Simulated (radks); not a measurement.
Ni0.6+, 27.4 electrons, occupied as [Ne] 3s(up 1, down 0.4) 3p6 3d8 4s2 (fractional occupations, a model configuration).

Calculated with a radial shooting solver on a logarithmic mesh with Libxc functionals: non-relativistic Kohn-Sham, r2SCAN, spin-polarised, spherical densities, point nucleus; open shells are filled with parallel spins first; meta-GGA in the generalised Kohn-Sham scheme.

Energy parts (Ry):
| part | energy |
|---|---|
| total | -3011.37152 |
| kinetic | 3009.14589 |
| electron-nucleus | -7169.66780 |
| Hartree | 1274.07306 |
| exchange-correlation | -124.92266 |

Orbitals (lengths in bohr, moments of r in powers of bohr; r(max) is where P^2 peaks; r(90%) holds 90 % of the orbital's charge):
orbital  occ.  eigenvalue (Ry)     <r^2>   r(max)      <r>  r(90%)
1s up       1        -599.8204  0.004032  0.03615  0.05484  0.0977
1s down     1        -599.7920  0.004033  0.03615  0.05484  0.0977
2s up       1        -72.37097   0.07251   0.2074   0.2479   0.383
2s down     1        -72.23279   0.07236   0.2073   0.2477   0.383
2p up       3        -63.16009   0.05754   0.1662   0.2166   0.354
2p down     3        -63.04713   0.05739   0.1661   0.2164   0.353
3s up       1         -9.10766    0.6381   0.6451   0.7439    1.11
3s down   0.4         -8.77195    0.6458   0.6468   0.7481    1.12
3p up       3         -6.24279    0.7049   0.6481   0.7740    1.19
3p down     3         -5.91891    0.7183   0.6503   0.7806    1.20
3d up       5         -1.50636     1.103   0.6222   0.9217    1.58
3d down     3         -1.22887     1.241   0.6284   0.9678    1.68
4s up       1         -0.83057     7.383    2.118    2.535    3.81
4s down     1         -0.80270     7.777    2.172    2.603    3.91

The highest occupied level is 4s down at -10.921 eV. Summed over all electrons, <r^2> = 30.06 bohr^2, which gives a Langevin (diamagnetic) susceptibility term of -23.8 x 10^-6 cm^3/mol.
